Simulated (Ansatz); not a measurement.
A structure relaxed at PBE0-D4/def2-TZVP, charge 0, multiplicity 1:

Cartesian coordinates in Å:
```
C 0.257 -2.424 -0.702
C 0.157 -1.260 -0.415
N 0.049 0.040 -0.109
C -0.667 0.878 -1.069
Si 0.536 0.607 1.444
F -0.642 0.517 2.520
H 0.348 -3.454 -0.946
H -0.203 0.800 -2.055
H -1.716 0.581 -1.146
H -0.619 1.918 -0.742
H 1.640 -0.245 1.922
H 0.859 2.043 1.298
```

Task: Give its formula and SMILES.

Result: C3H6FNSi, `C#CN(C)[SiH2]F`.

Task: Summarise the bond lengths by kind.

Result: 1 × C–C 1.203 Å; 4 × C–H 1.063 to 1.093 Å; 2 × C–N 1.340 to 1.462 Å; 1 × N–Si 1.723 Å; 1 × F–Si 1.598 Å; 2 × H–Si 1.474 to 1.479 Å.

Computed with Ansatz.
